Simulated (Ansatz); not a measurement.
`[OH][Ge][OH]`, charge 0, multiplicity 1.

(1) Give a relaxed structure at PBE0-D4/def2-TZVP (Ansatz). (Estimate.)

## Answers

(1) The calculation gave: 
Z-matrix (Å, degrees):
```
O
Ge 1 1.790
H 1 0.961 2 118.8
O 2 1.790 1 102.4 3 0.1
H 4 0.961 2 118.8 1 -0.1
```
Point group C2v.
